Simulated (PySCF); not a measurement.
## Exercise with solution: oscillator strength and radiative lifetime

Al(H)(Et)(OMe) (C3H9AlO), SMILES C[CH2][AlH][O]C.

Coordinates come from a PBE0-D3(BJ)/def2-SVP optimisation. The structure was generated by enumeration; whether it is a known compound was not checked. Other conformers were not sampled.

TDDFT-CAM-B3LYP/def2-SVPD (PySCF) puts the first singlet state with f over 0.02 at 6.78 eV (vertical), with the transition dipole (-0.436, 0.056, -0.547) in atomic units.

Task: Find the oscillator strength, the wavelength and the radiative lifetime that this transition would have in vacuum if emission retraced absorption.

Result: 
|μ|² = 0.4924 au, so |μ| = 1.78 D. ΔE = 6.78/27.211 = 0.2492 hartree. f = (2/3) ΔE |μ|² = 0.082 (the program prints 0.082).
λ = 1239.84/6.78 = 183 nm; ν = 54684 cm⁻¹.
Einstein's coefficient A = 0.6670 ν² f s⁻¹ (ν in cm⁻¹) = 1.6e8 s⁻¹, so τ = 1/A = 6.1 ns. This state is S3; the lower singlets have f = 0.002, 0.004. The figure is the radiative limit of this one transition; relaxation, internal conversion, crossing to triplets and a medium change what is measured.
